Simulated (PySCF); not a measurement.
Atom-mapped SMILES (the numbers label the heavy atoms): `[cH:1]1[cH:2][cH:3][n:4]2[cH:5][cH:6][cH:7][c:8]2[cH:9]1`; H(Xn) means a hydrogen on atom n.

Geometry: PBE0-D3(BJ)/def2-SVP; GIAO absolute shieldings from PySCF 2.14.0 with density-fitted response routines, gas phase, non-relativistic, averaged over equivalent atoms.

At B97-2/pcSseg-1 (188 basis functions, 21 s wall time on 1 thread of an Arm Neoverse V1, shared host):
```json
{"atoms": "C8", "σ (ppm)": "49.4"}
{"atoms": "C3", "σ (ppm)": "57.6"}
{"atoms": "C9", "σ (ppm)": "61.4"}
{"atoms": "C1", "σ (ppm)": "65.5"}
{"atoms": "C6", "σ (ppm)": "66.0"}
{"atoms": "C2", "σ (ppm)": "70.5"}
{"atoms": "C5", "σ (ppm)": "71.6"}
{"atoms": "C7", "σ (ppm)": "81.9"}
{"atoms": "N4", "σ (ppm)": "44.6"}
{"atoms": "H(C3)", "σ (ppm)": "23.58"}
{"atoms": "H(C9)", "σ (ppm)": "24.01"}
{"atoms": "H(C5)", "σ (ppm)": "24.13"}
{"atoms": "H(C6)", "σ (ppm)": "24.47"}
{"atoms": "H(C1)", "σ (ppm)": "24.75"}
{"atoms": "H(C7)", "σ (ppm)": "24.77"}
{"atoms": "H(C2)", "σ (ppm)": "24.89"}
```

Task: Predict the values at PBE0/pcSseg-1 on the same geometry.

Result: 
```
atoms  σ at PBE0/pcSseg-1  change
   C8                47.4    -2.0
   C3                55.6    -2.0
   C9                59.2    -2.2
   C1                63.4    -2.1
   C6                64.0    -2.0
   C2                68.7    -1.8
   C5                69.9    -1.7
   C7                80.2    -1.7
   N4                41.9    -2.7
H(C3)               23.40   -0.18
H(C9)               23.83   -0.18
H(C5)               23.98   -0.15
H(C6)               24.30   -0.17
H(C1)               24.56   -0.19
H(C7)               24.61   -0.16
H(C2)               24.72   -0.17
```

The largest change is at N4 (pyrrole-type ring nitrogen). Cost: 188 basis functions, 25 s wall time on 1 thread of an Arm Neoverse V1, shared host. The order of the carbon signals is the same at both levels.
